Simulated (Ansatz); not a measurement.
Molecule: CH₇ClNSi₂, net charge 0, doublet state. It need not be the lowest isomer of its formula. 
Geometry from a B3LYP-D3(BJ)/def2-TZVP (Ansatz, a quantum-chemistry and plane-wave program) optimisation:
SMILES: Cl[Si@@H](C)[N][SiH3]
```xyz
12

Si     0.7351     0.1557    -0.6065
C      2.1883    -0.9697    -0.3022
Cl     0.7140     1.6022     0.8950
N     -0.6894    -0.7819    -0.6836
Si    -2.2138    -0.9049     0.1118
H      0.8258     0.8946    -1.8832
H      2.2666    -1.7097    -1.0996
H      3.1070    -0.3819    -0.2677
H      2.0769    -1.4892     0.6503
H     -2.1684    -0.5409     1.5484
H     -2.7505    -2.2771    -0.0290
H     -3.0982     0.0486    -0.6096
```
Charge 0, spin multiplicity 2.

Total electronic energies in hartree. Valence correlation only, unless marked. UHF or UKS for open shells. No spin-orbit coupling. Non-relativistic. CBS(X,Y): correlation extrapolated as X^-3; Hartree-Fock from the larger set.

| level | program | energy (Eh) |
|---|---|---|
| BHLYP-D3(BJ)/def2-TZVPD | Ansatz + dftd3 | -1136.33470 |
| r2SCANh-D4/def2-TZVPD | Ansatz + dftd4 | -1136.22672 |
| LC-wPBE/def2-TZVPD | Ansatz | -1135.99966 |
| MP2/6-31G* | Ansatz | -1134.31033 |
| SCS-MP2/6-31G | Ansatz | -1133.91149 |
| CCSD/cc-pV(T+d)Z | Ansatz | -1134.77069 |
| CCSD/CBS(cc-pV(T+d)Z,cc-pV(Q+d)Z) | Ansatz | -1134.8826 |
| CCSD(T)/cc-pVTZ | Ansatz | -1134.79229 |
| CCSD(T)/CBS(cc-pV(T+d)Z,cc-pV(Q+d)Z) | Ansatz | -1134.9234 |

Totals of different functionals don't rank their quality; only differences between species are comparable.
